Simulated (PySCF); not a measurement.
C₂H₁₀SSi₃.
InChI=1S/C2H10SSi3/c1-2(3)5-6-4/h5-6H2,1,4H3

A linear-response calculation (PySCF, def2-SVPD basis, gas phase, vertical, core orbitals frozen in the response) gave these numbers; the functional is withheld.

Orbital energies (eV): HOMO-3 -10.24, HOMO-2 -9.64, HOMO-1 -9.18, HOMO -7.83, LUMO -1.48, LUMO+1 0.70, LUMO+2 0.98.

```csv
state,E (eV),f,"main configurations (H = HOMO, L = LUMO)"
S1,2.20,0.0002,H→L (98%)
S2,4.85,0.034,H-1→L (85%)
S3,5.48,0.033,"H-2→L (54%), H-5→L (21%), H-1→L (12%)"
S4,5.53,0.071,"H-5→L (30%), H-3→L (26%), H-2→L (26%)"
S5,5.75,0.033,H→L+1 (82%)
S6,6.05,0.019,"H-3→L (60%), H-5→L (12%), H-2→L (8%)"
```

Triplets (Tamm–Dancoff): T1 1.71 eV, H→L (98%); T2 3.05 eV, H-2→L (45%), H-3→L (28%), H-1→L (20%); T3 4.69 eV, H-1→L (35%), H-5→L (30%), H-3→L (23%); T4 5.03 eV, H-1→L (38%), H-5→L (27%), H-7→L (11%).

Vertical ionisation energy by ΔSCF with the same functional: 8.43 eV. Mean static polarisability: 135.1 au.

Problem. Which of these was used?
A. B3LYP
B. CAM-B3LYP
C. HF
D. PBE

Solution. B. CAM-B3LYP is range-separated, 19% exact exchange at short range and 65% at long range (ω = 0.33 bohr⁻¹). In this run −ε(HOMO) = 7.83 eV differs from the ΔSCF value by -0.60 eV, and S1 differs from the orbital gap of 6.35 eV by -4.15 eV. The ratio −ε(HOMO)/IP is 0.93. Small neutral molecules mostly give 0.85 to 0.93 with CAM-B3LYP, 0.5 to 0.7 with PBE, 0.67 to 0.83 with B3LYP; with Hartree–Fock the ratio is 1 or more (Koopmans' value less the relaxation energy is the ΔSCF value). The other options: PBE, a GGA without exact exchange; HF, time-dependent Hartree–Fock, 100% exact exchange; B3LYP, a global hybrid with 20% exact exchange.

Theory: TDDFT CAM-B3LYP/def2-SVPD, vertical, gas phase, core orbitals frozen in the response in PySCF 2.14.0, density-fitted response routines. One conformer (not necessarily the lowest) at the PBE0-D3(BJ)/def2-SVP geometry, without solvent, vibrations or thermal averaging.

Conformer computed: `[CH3:1][C:2](=[S:3])[SiH2:4][SiH2:5][SiH3:6]`: C1–C2–Si4–Si5 141°, C2–Si4–Si5–Si6 59°.
